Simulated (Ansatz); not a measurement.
The geometry has C3 symmetry (within 0.05 Å) and had no frequency check at the DFT level, so a distortion to lower symmetry isn't ruled out.

B3LYP has the VWN-RPA correlation part, as in Gaussian. 

Cartesian coordinates (Å):
SMILES: [OH][Ge]([OH])[OH]
```xyz
7

O     -0.9892    -1.0730    -0.7974
Ge    -0.2396    -0.0560     0.4756
O     -0.2995     1.6301    -0.1331
O      1.4952    -0.5092     0.5198
H     -1.8652    -0.7502    -1.0554
H      0.2764     2.2225     0.3722
H      1.6219    -1.4643     0.6185
```
Charge 0, spin multiplicity 2.

**Question.** What is the computed total energy, highest occupied spin orbital and dipole moment (B3LYP-D3(BJ)/def2-TZVP // B3LYP-D3(BJ)/def2-SVP (Ansatz, an electronic-structure program))?

**Answer.** 
- total energy: -2304.6824 Ha
- highest occupied spin orbital: -6.34 eV
- dipole moment: 1.81 D
